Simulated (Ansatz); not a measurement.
Stepwise reaction of `BN` with ammonia, as a gas-phase model of exchange steps in deposition or etching. ΔE in kJ/mol.

Computed with Ansatz on PBE0-D4/def2-TZVP structures; ΔE is electronic, products minus reactants. CBS: MP2 limit from def2 TZ/QZ plus the TZ coupled-cluster correction, frozen cores. This one scheme is used for every species. Functionals use def2-TZVPP. B3LYP here is the variant with VWN-RPA as its local correlation; programs differ in this. Each species was taken in one conformer, which may not be the lowest.

```tsv
step	reaction	PBE-D4	B3LYP-D4	ωB97M-V	CCSD(T)/CBS
1	`BN` + NH₃ → `NBN` + H₂	-71.9	-71.0	-70.4	-67.9
```

(1) Give the row of step 2, `NBN` + NH₃ → `NB(N)N` + H₂. (An estimate is asked.)

(2) By hand: ΔE of the 2 steps together at CCSD(T)/CBS.

## Answers

(1) The calculation gave: 
```tsv
step	reaction	PBE-D4	B3LYP-D4	ωB97M-V	CCSD(T)/CBS
2	`NBN` + NH₃ → `NB(N)N` + H₂	-38.4	-41.0	-42.0	-41.9
```

(2) (-67.9) + (-41.9) = -109.8 kJ/mol, or -54.9 kJ/mol a step.

In ΔE each step is higher than the one before. All are downhill at CCSD(T)/CBS. PBE-D4 differs from CCSD(T)/CBS by -4.0 to 3.5 kJ/mol a step. Isolated molecules leave out the surface, adducts and barriers. Largest T1 diagnostic: 0.012.
